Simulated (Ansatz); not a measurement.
```yaml
crystal:
  periodic: [false, false, false]
  atoms:
    - {symbol: Al, position_ang: [-1.672154, -0.960961, -2.692280]}
    - {symbol: N, position_ang: [-1.740047, -0.996470, -0.904419]}
    - {symbol: Al, position_ang: [-1.660451, -0.950739, 0.932515]}
    - {symbol: N, position_ang: [-1.654681, -0.945932, 2.766275]}
    - {symbol: Al, position_ang: [1.666938, -0.967341, -2.687347]}
    - {symbol: N, position_ang: [-0.000220, -0.001176, -3.033075]}
    - {symbol: N, position_ang: [1.731402, -1.008090, -0.900224]}
    - {symbol: Al, position_ang: [-0.002490, -0.001588, -0.969988]}
    - {symbol: Al, position_ang: [1.647738, -0.955521, 0.935167]}
    - {symbol: N, position_ang: [-0.005124, -0.002040, 0.842597]}
    - {symbol: N, position_ang: [1.646343, -0.941373, 2.770081]}
    - {symbol: Al, position_ang: [-0.005364, -0.002033, 2.825813]}
    - {symbol: Al, position_ang: [0.005541, 1.925892, -2.688528]}
    - {symbol: N, position_ang: [0.007483, 2.003202, -0.901176]}
    - {symbol: Al, position_ang: [0.009798, 1.905970, 0.934845]}
    - {symbol: N, position_ang: [0.025297, 1.898191, 2.769743]}
basis:
  gaussian: {orbitals: "6-31++G**"}
total_charge: -1
magnetization: {spin_polarized: true, initial_magnetization: 1}
hamiltonian: {xc: {name: PBE0-DH}}
```

```sh
$ ansatz run in.yaml --threads 2 --pin off --events-out ev --progress --plain --max-ram 22528MiB --backend cuda --devices 0, --max-vram 18GiB
```

Output, abridged:

```
Functional definition: PBE0-DH
2832 factors; integrals over basis functions are off by at most 6.3e-4 eV
mean field evaluation 1: about -64579.2632 eV, gradient 1.1e2 eV
mean field evaluation 2: about -64579.8785 eV, gradient 1.1e2 eV
mean field evaluation 4: about -64588.0023 eV, gradient 9.5e1 eV
mean field evaluation 8: about -64640.1998 eV, gradient 2.6e1 eV
mean field evaluation 16: about -64647.1448 eV, gradient 1.8e0 eV
mean field evaluation 32: about -64647.6944 eV, gradient 1.2e-2 eV
mean field evaluation 64: about -64647.6023 eV, gradient 9.7e-1 eV
mean field evaluation 96: about -64646.6266 eV, gradient 2.5e-1 eV
mean field evaluation 128: about -64647.6808 eV, gradient 1.5e-1 eV
mean field evaluation 160: about -64647.6740 eV, gradient 1.4e0 eV
mean field evaluation 192: about -64647.6807 eV, gradient 4.1e-2 eV
mean field evaluation 224: about -64647.6818 eV, gradient 2.5e-6 eV
mean field evaluation 256: about -64629.2971 eV, gradient 3.3e1 eV
mean field -64647.69510606 eV, -2375.7589753661 hartree, gradient 3.0e-6 eV, S^2 2.702906; 12 other end points of the search recorded, 0 dependent functions left out
48 core orbitals not correlated: weight in the atoms' cores, before any rotation towards them, 1.000 or more for the frozen orbitals, at most 0.000 for the correlated occupied ones
reference -64647.69514457 eV, -2375.7589767812 hartree; 33, 32 occupied and 255, 256 virtual orbitals, 2832 factors
second order -63.28469073 eV of doubles, -0.00000000 eV of singles
Total energy: -64655.60573091 eV, -2376.0496854672 hartree
```

Run time 97 s (2 threads of AMD EPYC 7R13 on a shared host and a share (18 GiB) of an NVIDIA H100 80GB HBM3), peak host memory 2.2 GiB.

The 6-31G sets use Cartesian d functions. Correlated methods freeze 48 core orbitals. The charge -1 doublet is spin-contaminated (final ⟨S²⟩ up to 2.70, 0.75 for a pure state).
